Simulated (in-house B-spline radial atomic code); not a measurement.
A fraction x of an electron is removed from 2p in Mg VI (Mg5+), starting from [He] 2s2 2p3 and keeping the highest spin. Computed with a radial B-spline atomic code at the basis-set limit: non-relativistic Hartree-Fock with fractional occupations, spin-polarised, spherical fractional occupations, point nucleus.

Caution: exact exchange at fractional occupations of open shells leaves self-interaction of up to several eV.

```json
{"x": "0", "E(x) - E(0) (eV)": "0.0000", "2p up level (eV)": "-188.287"}
{"x": "0.19", "E(x) - E(0) (eV)": "36.2070", "2p up level (eV)": "-192.847"}
{"x": "0.36", "E(x) - E(0) (eV)": "69.3405", "2p up level (eV)": "-196.963"}
{"x": "0.39", "E(x) - E(0) (eV)": "75.2603", "2p up level (eV)": "-197.693"}
{"x": "0.5", "E(x) - E(0) (eV)": "97.1541", "2p up level (eV)": "-200.378"}
{"x": "0.57", "E(x) - E(0) (eV)": "111.2406", "2p up level (eV)": "-202.094"}
{"x": "0.67", "E(x) - E(0) (eV)": "131.5730", "2p up level (eV)": "-204.555"}
{"x": "0.83", "E(x) - E(0) (eV)": "164.6184", "2p up level (eV)": "-208.517"}
{"x": "0.99", "E(x) - E(0) (eV)": "198.3001", "2p up level (eV)": "-212.508"}
{"x": "1", "E(x) - E(0) (eV)": "200.4264", "2p up level (eV)": "-212.759"}
```

The exact functional would give a straight line between the two integer points. Deviations E(x) - E(0) - x[E(1) - E(0)], in eV: -1.874 at x = 0.19, -2.813 at x = 0.36, -2.906 at x = 0.39, -3.059 at x = 0.5, -3.002 at x = 0.57, -2.713 at x = 0.67, -1.736 at x = 0.83, -0.122 at x = 0.99.

The curve lies below the straight line by up to 3.059 eV (at x = 0.5): with spherically averaged exact exchange in an open shell, this holds the self-interaction named above.

(1) How well does Slater's transition state (minus the level at half occupation) give the ionisation energy?

Answers

(1) It gives 200.378 eV against 200.426 eV from the two total energies; NIST lists 186.76 eV, ground level to ground level. The end point has an open shell averaged over its orbitals, so its exact exchange keeps a self-interaction and this is no true integer point.
